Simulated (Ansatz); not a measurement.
Mulliken charges of AlBrH$_{4}$OSi, SMILES `[OH][Al]([SiH3])[Br]` from B3LYP/def2-TZVPP in Ansatz (PBE0-D4/def2-TZVP geometry).

```csv
atom,x (Å),y (Å),z (Å),charge (e)
O1,0.915,1.339,-1.543,-0.388
Al2,-0.214,0.279,-0.873,0.563
Si3,0.111,-0.631,1.358,0.056
Br4,-2.042,-0.275,-2.092,-0.262
H5,0.832,1.728,-2.413,0.178
H6,-0.968,-0.143,2.261,-0.051
H7,1.425,-0.237,1.932,-0.047
H8,0.033,-2.117,1.314,-0.050
```

Question: By hand: the dipole of these point charges (1 e Å = 4.8032 D).

Answer: Σ q r = (0.195, 0.106, 0.030) e Å, of length 0.224 e Å = 1.08 D.

Question: How does the dipole of the full density compare? (An estimate is asked.)

Answer: The calculation gave: (0.113, 0.091, -0.041) e Å, 0.72 D; the point charges give 1.50 times that, at 26° from its direction.

Point charges leave out the atoms' own dipoles, such as those of lone pairs, and Mulliken's split depends on the basis, so the two needn't agree.

B3LYP here is the variant with VWN-RPA as its local correlation; programs differ in this.
